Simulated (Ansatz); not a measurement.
The first iterations of a band of AlBFH₅Si (9 atoms, charge 0, multiplicity 1).

Theory: Ansatz, RKS B3LYP-D4/def2-SVP.

```json
{
  "movable images": "5",
  "climbing image": "yes",
  "spring": "5.0 eV/Å²",
  "optimiser": "quadratic models (default)",
  "start path": "IDPP",
  "force threshold": "0.03 eV/Å",
  "iteration limit": "60",
  "end points": "relaxed"
}
```

First end point:

```xyz
9
Properties=species:S:1:pos:R:3
F 1.286 -1.185 -1.287
B 0.521 -0.387 -0.541
Al 0.477 1.745 -1.036
Si -0.550 -1.206 1.007
H 1.331 2.344 -2.238
H -0.426 2.741 -0.183
H -2.003 -0.910 0.783
H -0.388 -2.680 1.203
H -0.160 -0.508 2.274
```

Last end point:

```xyz
9
Properties=species:S:1:pos:R:3
F -0.101 -0.583 -2.087
B 0.035 -0.177 -0.824
Al 1.639 1.241 -0.364
Si -1.256 -0.900 0.596
H 2.648 1.761 -1.481
H 1.814 1.779 1.124
H -2.291 -1.862 0.108
H -0.450 -1.568 1.669
H -1.949 0.262 1.242
```

| iteration | highest image above the first end (eV) | largest band force component (eV/Å) |
| --- | --- | --- |
| 1 | 0.077 | 0.661 |
| 2 | 0.034 | 0.168 |

Question: Does the band converge within its limit, and where does its top end?

Answer: The forces met the threshold. It ended after 6 iterations with the highest image 0.023 eV above the first end. A vibrational analysis at the climbing image gives 2 clearly imaginary modes (106i, 80i cm⁻¹): a point of higher order. A lower path may pass nearby, or the ends, which weren't checked, may share the extra mode.

Run time: 2.2 min on 1 thread of Intel(R) Xeon(R) Processor @ 2.70GHz, with other jobs on the host, peak memory 0.19 GiB.
